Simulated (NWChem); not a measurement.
Molecule: GeH3SeF; SMILES F[Se][GeH3]

Program: NWChem. The geometry was optimised at PBE0/def2-SVP. Hybrids' shares of exact exchange are those that their runs print; pure functionals count as 0. The functionals differ in more than this share.

```csv
row,share of exact exchange,orbital gap (eV)
PBE/def2-TZVP,0.00,2.53
"LDA (Slater exchange, VWN5)/def2-TZVP",0.00,2.41
B3LYP/def2-TZVP,0.20,4.31
B3PW91/def2-TZVP,0.20,4.37
PBE0/def2-TZVP,0.25,4.79
PW6B95/def2-TZVP,0.28,4.97
MPW1K/def2-TZVP,0.43,withheld
```

Task: Fit a straight line of the last column on the one before it, predict the withheld value, and compare with the run.

Result: 
1. Means of the 6 shown rows: x = 0.155, y = 3.897. Slope Σ(x − x̄)(y − ȳ)/Σ(x − x̄)² = 0.7012/0.07675 = 9.136; intercept 2.481.
2. The shown rows scatter about the line by 0.053 (root mean square); the largest residual is -0.07, at LDA (Slater exchange, VWN5)/def2-TZVP.
3. At x = 0.43 (MPW1K/def2-TZVP; beyond the shown range) the line gives 6.41.
4. The run gives 6.42, +0.01 from the line, 0.2 times the scatter.
